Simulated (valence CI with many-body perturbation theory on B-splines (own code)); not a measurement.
# Dy17+: electric-dipole lines

Level of theory: valence CI with perturbative core correlation (CI+MBPT): three valence electrons over a frozen Dirac-Fock core [Kr] 4d10, radial functions for each j: 7 s, 7 p, 7 d, 7 f, 4 g, 2 h, with the one-electron correlation potential Σ1 (screened to all orders), the two-electron term Σ2, the three-electron term Σ3, Breit, model QED; selected single and double excitations, second order for the rest, scaled by the run's own slope (own B-spline code, finite nucleus).

No measured spectrum was set against this ion. As an estimate, terms of the open shell hold to a few per cent of their energy, and close levels can change places.

Lines 101 to 150 of 553 in falling wavelength, among levels below 986490 cm⁻¹, chosen from the strongest by gf and those to the six lowest levels. Wavelengths and rates use the calculated energies, so an error of 2000 cm⁻¹ moves a line at 29.44 nm by 0.59 % and its rate by three times that or more. Electric multipoles are in the length gauge, E1 and E2 with the static RPA response of the core. Weak lines are less certain than strong ones. Lines between different terms over intervals too small for the method are left out, as are lines whose strength nearly cancels. Where a level lies close to another of its J and parity, the split of strength between their lines is uncertain. The highest levels of a list are the least certain.

Names give the largest LS component (configuration and term), which can be under half, so a name can repeat, a term be missing and a line seem to break the LS rules; names also repeat where a configuration has a term twice. Letters in brackets count levels of one name in rising energy.

| λ vac (nm) | Upper | Lower | A (s⁻¹) | log gf | Branch % |
| --- | --- | --- | --- | --- | --- |
| 29.44 | 4f2 5p 2G°_9/2 [b] | 4f2 5s 4F_9/2 | 4.10e+09 | -0.27 | 19.2 |
| 29.43 | 4f2 5p 2G°_9/2 [d] | 4f2 5s 2F_7/2 | 5.03e+09 | -0.18 | 22.6 |
| 29.40 | 4f2 5p 4F°_5/2 [b] | 4f2 5s 4F_3/2 | 6.17e+09 | -0.32 | 28.9 |
| 29.29 | 4f2 5p 2I°_11/2 [b] | 4f2 5s 4H_11/2 | 4.66e+09 | -0.14 | 21.9 |
| 29.26 | 4f2 5p 2G°_9/2 [b] | 4f2 5s 4F_7/2 | 3.13e+09 | -0.40 | 14.6 |
| 29.26 | 4f2 5p 2F°_5/2 [b] | 4f2 5s 4F_7/2 | 7.52e+09 | -0.24 | 36.2 |
| 29.25 | 4f2 5p 4F°_9/2 | 4f2 5s 2H_9/2 | 4.11e+09 | -0.28 | 19.1 |
| 29.23 | 4f2 5p 2I°_13/2 [a] | 4f2 5s 4H_13/2 | 7.01e+09 | 0.10 | 33.0 |
| 29.23 | 4f2 5p 4G°_11/2 [b] | 4f2 5s 4F_9/2 | 1.08e+10 | 0.22 | 49.7 |
| 29.21 | 4f2 5p 4D°_5/2 | 4f2 5s 4P_3/2 | 1.79e+10 | 0.14 | 81.8 |
| 29.13 | 4f2 5p 4D°_3/2 [b] | 4f2 5s 4F_5/2 | 7.13e+09 | -0.44 | 34.7 |
| 29.13 | 4f2 5p 2K°_15/2 | 4f2 5s 2I_13/2 | 2.19e+10 | 0.65 | 100.0 |
| 29.09 | 4f2 5p 2P°_3/2 [b] | 4f2 5s 2P_3/2 | 1.70e+10 | -0.06 | 76.5 |
| 29.07 | 4f2 5p 2G°_7/2 [a] | 4f2 5s 4F_5/2 | 7.01e+09 | -0.15 | 33.0 |
| 29.03 | 4f2 5p 4G°_5/2 [b] | 4f2 5s 4H_7/2 | 1.94e+10 | 0.17 | 87.8 |
| 29.01 | 4f2 5p 2D°_5/2 [b] | 4f2 5s 2D_3/2 | 9.57e+09 | -0.14 | 42.8 |
| 28.98 | 4f2 5p 4G°_11/2 [b] | 4f2 5s 4H_13/2 | 3.98e+09 | -0.22 | 18.3 |
| 28.96 | 4f2 5p 2G°_9/2 [d] | 4f2 5s 2G_9/2 | 2.89e+09 | -0.44 | 13.0 |
| 28.92 | 4f2 5p 2D°_5/2 [b] | 4f2 5s 2D_5/2 | 1.05e+10 | -0.10 | 46.8 |
| 28.85 | 4f2 5p 2F°_5/2 [d] | 4f2 5s 2G_7/2 | 4.52e+09 | -0.47 | 21.7 |
| 28.75 | 4f2 5p 2D°_5/2 [c] | 4f2 5s 4P_5/2 | 9.95e+09 | -0.13 | 44.7 |
| 28.72 | 4f 5s 5p 2F_7/2 [c] | 4f 5s2 2F°_7/2 | 1.47e+10 | 0.16 | 37.1 |
| 28.69 | 4f2 5p 2I°_11/2 [b] | 4f2 5s 4H_9/2 | 4.05e+09 | -0.22 | 19.0 |
| 28.66 | 4f2 5p 4G°_7/2 [b] | 4f2 5s 4H_9/2 | 4.98e+09 | -0.31 | 23.5 |
| 28.61 | 4f2 5p 2I°_13/2 [a] | 4f2 5s 4H_11/2 | 3.18e+09 | -0.26 | 15.0 |
| 28.60 | 4f2 5p 2G°_7/2 [b] | 4f2 5s 2H_9/2 | 6.56e+09 | -0.19 | 30.1 |
| 28.58 | 4f2 5p 2G°_9/2 [d] | 4f2 5s 2H_11/2 | 1.18e+10 | 0.16 | 52.8 |
| 28.58 | 4f2 5p 2G°_9/2 [b] | 4f2 5s 4H_11/2 | 2.93e+09 | -0.45 | 13.7 |
| 28.48 | 4f2 5p 2H°_9/2 [b] | 4f2 5s 2I_11/2 | 2.27e+10 | 0.44 | 98.5 |
| 28.46 | 4f 5s 5p 2F_5/2 [b] | 4f 5s2 2F°_5/2 | 3.44e+10 | 0.40 | 94.3 |
| 28.29 | 4f 5s 5p 2G_7/2 [b] | 4f 5s2 2F°_7/2 | 2.15e+10 | 0.31 | 54.2 |
| 27.80 | 4f 5s 5p 2F_7/2 [c] | 4f 5s2 2F°_5/2 | 2.34e+10 | 0.34 | 58.9 |
| 27.72 | 4f 5s 5p 2G_9/2 [b] | 4f 5s2 2F°_7/2 | 4.03e+10 | 0.67 | 96.4 |
| 27.40 | 4f 5s 5p 2G_7/2 [b] | 4f 5s2 2F°_5/2 | 1.66e+10 | 0.17 | 41.9 |
| 27.29 | 4f 5s 5p 2D_5/2 | 4f 5s2 2F°_7/2 | 4.07e+10 | 0.44 | 94.5 |
| 27.28 | 4f 5s 5p 2D_3/2 [b] | 4f 5s2 2F°_5/2 | 4.15e+10 | 0.27 | 96.6 |
| 26.65 | 4f2 5d 2K_15/2 [a] | 4f2 5p 2K°_15/2 | 2.96e+09 | -0.30 | 2.4 |
| 26.50 | 4f2 5d 4K_11/2 | 4f2 5p 2I°_11/2 [b] | 2.76e+09 | -0.46 | 3.2 |
| 26.37 | 4f2 5d 2H_11/2 [b] | 4f2 5p 2H°_9/2 [b] | 3.59e+09 | -0.35 | 2.2 |
| 26.23 | 4f2 5d 4K_13/2 | 4f2 5p 2I°_13/2 [a] | 2.48e+09 | -0.45 | 2.8 |
| 25.71 | 4f2 5d 4H_7/2 [a] | 4f2 5p 4G°_5/2 [b] | 4.36e+09 | -0.46 | 2.3 |
| 25.63 | 4f2 5d 4K_11/2 | 4f2 5p 4H°_11/2 | 3.12e+09 | -0.43 | 3.6 |
| 25.57 | 4f2 5d 4I_13/2 | 4f2 5p 4I°_15/2 | 2.64e+09 | -0.44 | 2.0 |
| 25.49 | 4f2 5d 2K_15/2 [b] | 4f2 5p 2K°_15/2 | 1.21e+10 | 0.28 | 6.8 |
| 25.46 | 4f2 5d 4H_9/2 [c] | 4f2 5p 4F°_9/2 | 3.84e+09 | -0.43 | 3.0 |
| 25.37 | 4f2 5d 4F_5/2 [b] | 4f2 5p 4D°_5/2 | 7.29e+09 | -0.37 | 5.4 |
| 25.33 | 4f2 5d 4K_13/2 | 4f2 5p 4I°_13/2 | 4.52e+09 | -0.22 | 5.1 |
| 25.31 | 4f2 5d 4H_11/2 [c] | 4f2 5p 4G°_11/2 [b] | 4.79e+09 | -0.26 | 4.5 |
| 25.25 | 4f2 5d 4K_15/2 | 4f2 5p 4I°_15/2 | 1.16e+10 | 0.25 | 11.6 |
| 25.21 | 4f2 5d 2I_11/2 | 4f2 5p 2H°_11/2 [b] | 5.11e+09 | -0.23 | 3.6 |
